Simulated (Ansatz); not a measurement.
C₅H₁₁Se (SMILES C[CH][Se]C(C)C), doublet, at a GFN2-xTB geometry. Base run: SVWN5/def2-SV(P) in Ansatz (a program for electronic structure).

Geometry (Å):
```xyz
17

C      2.2964    -0.9463     0.7523
C      1.5994    -0.6294    -0.5246
Se     0.2035     0.5735    -0.6730
C     -1.0029    -0.0493     0.8217
C     -1.3840    -1.4982     0.5910
C     -2.2074     0.8724     0.8713
H      3.1217    -0.2521     0.9421
H      2.7250    -1.9477     0.6960
H      1.6201    -0.9082     1.6031
H      2.2005    -0.6640    -1.4233
H     -0.4162     0.0550     1.7394
H     -1.9671    -1.8698     1.4327
H     -1.9823    -1.5924    -0.3136
H     -0.4954    -2.1175     0.4818
H     -2.8576     0.5914     1.6986
H     -1.8975     1.9070     1.0105
H     -2.7772     0.8048    -0.0542
```
Charge 0, spin multiplicity 2.
Orbitals are unrestricted.
All else is at Ansatz's defaults.
Base energy -2592.90313 Eh.

Each row names what was changed in the base input (with any setting that the change needs).

```tsv
change	ΔE vs base (kcal/mol)
base	0.000
fitting.mean_field = def2-universal-JKFIT	-0.076
final_grid = 14, 28, 59	-0.001
point_charge = charge:1.0 position_ang:5.3583, -0.0947, 3.6122	-1.28
lower_state_search = light	0.000
point_charge = charge:-1.0 position_ang:-4.7574, -4.7349, -0.411	-1.58
final_grid = 10, 20, 41	-0.001
forces = on	0.000
lower_state_search = full	0.000
accuracy = high	0.001
lower_state_search = off	0.000
```
